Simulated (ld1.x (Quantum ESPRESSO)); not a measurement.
# Tm (Z = 69): one change to a TM potential, before and after

ld1.x (Quantum ESPRESSO) 7.5 input, shortened:

```
&input
   title='Tm', zed=69., rel=2, dft='PBE', iswitch=3,
   config='[Xe] 4f12 5d1 6s2 6p0', rel_dist='average'
 /
 &inputp
   pseudotype=2, tm=.true., lloc=-2, rcloc=1.55,
   nlcc=.false.
 /
3
6S  1  0   2.00   0.00  2.60  2.60  0.0
6P  2  1   0.00   0.00  3.40  3.40  0.0
5D  3  2   1.00   0.00  1.85  1.85  0.0
 &test
   configts(1)='5d1 6s2 6p0'
 /
```

Open shells are filled in proportion to 2j + 1 (rel_dist='average').

Change: local potential all-electron potential smoothed inside 3.48 bohr (lloc = -2).

Cutoffs: the cutoffs (Ry, on a coarse ladder) from which the occupation-weighted sum of valence levels, in a spherical-Bessel basis at the reference potential, stays within 10 and 1 mRy of its value at 400 Ry; they do not see the model core or the augmentation charge, which bear on the density cutoff. Errors are all-electron minus pseudo energies relative to the spin-unpolarised reference configuration.

What does the change do?

The potential gets neither clearly harder nor softer (18 Ry and 25 Ry → 18 Ry and 25 Ry); the bound ghost in p, s disappears; of the 7 tests that both files solve, the error grows in 1 and shrinks in 1 by more than 15 % and 0.3 meV (median size 44.1 → 43.7 meV). In the separable form a ghost depends on how the local part lies against the semilocal potential of the channel, so the choice of the local part can create or remove one.

```tsv
quantity	base	changed
cutoff, loose	18 Ry	18 Ry
cutoff, tight	25 Ry	25 Ry
bound ghosts	s, p3/2, p1/2	none
error for 5d1 6s1 6p0, meV [ΔE 7.15 eV]	+2.5	+1.3
error for 5d1 6s0 6p0, meV [ΔE 20.08 eV]	+203	+185
error for 5d1 6s1.5 6p0, meV [ΔE 2.89 eV]	-0.5	-0.7
error for 5d1 6s1 6p1, meV [ΔE 3.23 eV]	+2.5	+3.3
error for 5d2 6s1 6p0, meV [ΔE 2.64 eV]	+44	+44
error for 5d0 6s2 6p1, meV [ΔE 1.19 eV]	+146	+147
error for 5d2 6s0 6p0, meV [ΔE 9.25 eV]	+161	+160
```

Base: These tests converged, but a pseudo level misses the all-electron one widely, so the file describes the atom poorly there or has found another state: 5d1 6s0 6p0: empty 6p by 3.4 eV. A true bound ghost makes a file unfit for plane-wave use even where its test errors are small: the radial tests pick states by their node count and pass the ghost by.
